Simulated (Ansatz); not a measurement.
C$_{2}$H$_{6}$ClGa, triplet, at a GFN2-xTB geometry (such geometries of metal compounds can be far from the true shape) (a higher spin typed on purpose: for a closed-shell molecule this is an excited state); Ansatz (a quantum-chemistry and plane-wave program) with B3LYP/6-31G**.

The Ansatz input:
Ansatz 0.2 input:
```yaml
crystal:
  periodic: [false, false, false]
  atoms:
    - {symbol: Ga, position_ang: [-0.23012450, 0.22160435, 0.51911903]}
    - {symbol: C, position_ang: [-1.81614186, -0.92164488, -0.71698290]}
    - {symbol: H, position_ang: [-1.33738187, -1.16695931, -1.65567350]}
    - {symbol: H, position_ang: [-2.69517065, -0.30122640, -0.82458024]}
    - {symbol: H, position_ang: [-1.98123842, -1.79145481, -0.09160707]}
    - {symbol: C, position_ang: [-0.39486748, 1.73205487, -1.22507154]}
    - {symbol: H, position_ang: [-0.12481540, 1.18943598, -2.12107453]}
    - {symbol: H, position_ang: [0.35198446, 2.46260188, -0.93669328]}
    - {symbol: H, position_ang: [-1.39880982, 2.13337926, -1.24387166]}
    - {symbol: Cl, position_ang: [1.62266749, -0.83870419, 0.14312571]}
basis:
  gaussian:
    orbitals: 6-31G__.json
hamiltonian:
  xc: b3lyp
magnetization: {spin_polarized: true, initial_magnetization: 2}
```
The basis file holds 6-31G** in the JSON format of the Basis Set Exchange.

It wrote (shortened):

```
Functional definition: B3LYP
1083 factors; integrals over basis functions are off by at most 1.2e-3 eV
mean field evaluation 1: about -67058.3426 eV, gradient 3.8e1 eV
mean field evaluation 2: about -67051.5187 eV, gradient 5.1e1 eV
mean field evaluation 4: about -67065.5774 eV, gradient 2.7e0 eV
mean field evaluation 8: about -67065.6688 eV, gradient 1.7e-1 eV
mean field evaluation 16: about -67065.6692 eV, gradient 5.7e-4 eV
mean field -67065.66918845 eV, -2464.6178839321 hartree, gradient 5.1e-5 eV, S^2 2.011921; 0 other end points of the search recorded, 0 dependent functions left out
reference -67065.66943777 eV, -2464.6178930946 hartree; 34, 32 occupied and 80, 82 virtual orbitals, 1083 factors
Total energy: -67065.66943777 eV, -2464.6178930946 hartree
```
